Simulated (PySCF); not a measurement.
Relaxation of singlet CrS₂

All numbers come from PBE0 in PySCF with Cr def2-TZVP, S def2-TZVP; no relativity; density-fitted integrals. A (50,194) grid was used.

A hand-made side-on start, of C2v symmetry, held to at least that symmetry:

```xyz
3
charge 0 multiplicity 1, angstrom
Cr    0.0000    0.0000   -1.1398
S     1.0000    0.0000    0.9259
S    -1.0000    0.0000    0.9259
```

Optimiser trace:
```tsv
step	E − E(last) (kJ/mol)	largest gradient (Eh/bohr)
0	34.52	0.05946
1	6.54	0.03110
2	0.47	0.00857
3	0.01	0.00129
4	0.00	0.00036
5	0.00	0.00005
```

It ends at C2v with Cr–S 2.139 Å (×2), S–S 2.072 Å; Cr–S–S 61.0° (×2), S–Cr–S 57.9°. A frequency run shows a minimum. Other isomers or separated fragments may lie lower.

Final geometry:
```xyz
3
charge 0 multiplicity 1, angstrom
Cr    0.0000    0.0000   -1.0323
S     1.0359    0.0000    0.8386
S    -1.0359    0.0000    0.8386
```

Stability towards spin polarisation was not tested. At this level a broken-symmetry Ms = 1 minimum of C2v symmetry lies 171 kJ/mol below this structure.
